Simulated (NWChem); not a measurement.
Species: C₄H₇N; SMILES C(CC)C#N

```xyz
12

C     -0.0010     2.2990     0.0000
C     -0.5305     0.8662     0.0000
C      0.6095    -0.1724     0.0000
C      0.1374    -1.5564     0.0000
N     -0.2662    -2.6560     0.0000
H     -0.8314     3.0322     0.0000
H      0.6240     2.5007     0.8946
H      0.6240     2.5007    -0.8946
H     -1.1748     0.6917    -0.8871
H     -1.1748     0.6917     0.8871
H      1.2625    -0.0265     0.8883
H      1.2625    -0.0265    -0.8883
```
Atoms are numbered in this order, from 1.

Level: PBE-D3(BJ)/def2-SVP (NWChem), optimised geometry, unscaled harmonic frequencies. 

List the harmonic frequencies with IR intensities, and the thermochemistry.


```csv
frequency (cm⁻¹),IR intensity (km/mol)
100,3.5
160,4.7
246,0.0
340,0.0
379,0.1
522,1.0
727,5.1
842,0.3
863,2.7
960,1.1
1045,0.2
1073,0.4
1078,2.5
1202,0.0
1243,2.2
1272,0.0
1329,3.1
1354,2.7
1386,3.7
1417,1.1
1421,8.5
1431,6.3
2297,13.2
2970,2.1
2971,17.8
2990,18.9
3014,0.2
3036,1.5
3058,30.9
3070,15.4
```

```yaml
zero_point_energy: 62.6 kcal/mol
thermal correction to the enthalpy at 298.15 K (with zero-point energy): 67.0 kcal/mol
heat capacity Cv: 20.4 cal/(mol K)
entropy at 298.15 K and 1 atm (symmetry number 1): 75.8 cal/(mol K)
dipole_moment: 3.94 D
```

Rigid rotor and harmonic oscillator; modes under 100 cm⁻¹ make the entropy uncertain.
